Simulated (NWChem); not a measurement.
System: CH$_{4}$F$_{2}$Si; SMILES C[SiH](F)F

NWChem input:

```
start job
memory heap 200 mb stack 900 mb global 1100 mb
geometry units angstroms noautosym nocenter noautoz
  Si    -0.000174    -0.064445     0.335910
  C     -0.000562     1.690257    -0.236981
  F     -1.295841    -0.829825    -0.256373
  F      1.295295    -0.829658    -0.256993
  H      0.000162    -0.247281     1.806185
  H     -0.891872     2.220840     0.131751
  H      0.892461     2.220278     0.128393
  H     -0.002603     1.736897    -1.336849
end
basis spherical
  Si library 6-31g*
  C library 6-31g*
  F library 6-31g*
  H library 6-31g*
end
dft
  xc b3lyp
  iterations 150
end
cosmo
  do_cosmo_smd true
  solvent propanol
end
task dft energy
```

Geometry: optimised at PBE0/def2-SVP. Solvent: 1-propanol.

Level: B3LYP/6-31G* with SMD (1 M gas to 1 M solution), gas-phase geometry. Reactions with the solvent are ignored.

Task: What results follow from this input? (B3LYP/6-31G* (spherical d), SMD on the gas-phase geometry.) Quantities: solvation free energy (kcal/mol); cavity-dispersion-structure term (kcal/mol); dipole in solution (D).

Result: 
```
Property                                     Value
-------------------------------------------  -----
solvation free energy (kcal/mol)              -2.7
cavity-dispersion-structure term (kcal/mol)    0.5
dipole in solution (D)                        2.62
```
